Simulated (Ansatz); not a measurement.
`CSBO[SiH3]` + `C#[C][GeH3]` → `CS[BH][GeH3]` + `C#CO[SiH3]`  (redistribution)

Isolated molecules relaxed with PBE0-D4/def2-TZVP in Ansatz; ΔE leaves out vibrations. CCSD(T)/CBS is the MP2 limit (def2-TZVPP, def2-QZVPP) plus CCSD(T) − MP2 in def2-TZVPP, frozen cores. DFT in def2-TZVPP. For Ge outer-core shells are correlated without core-valence functions, which leaves a few kJ/mol of doubt a bond. Scalar relativity is left out up to krypton. Each species was taken in one conformer, which may not be the lowest.

CCSD(T)/CBS gives +2.33 eV.

**Question.** Another level gave +2.49 eV. Which?
A. ωB97M-V/def2-TZVPP
B. CCSD(T)/def2-TZVPP
C. HF/def2-TZVPP
D. MP2/def2-TZVPP

**Answer.** C. HF/def2-TZVPP 2.49, MP2/def2-TZVPP 2.42, CCSD(T)/def2-TZVPP 2.35, ωB97M-V 2.29 eV.

Largest T1 diagnostic among the species: 0.014.

From PBE to PBE0 (25 % exact exchange), in def2-TZVPP and without D4, ΔE moves by +0.09 eV. In def2-TZVPP, CCSD(T) changes the Hartree–Fock value by −0.13 eV (the triples alone add −0.02 eV) and MP2 by −0.06 eV.
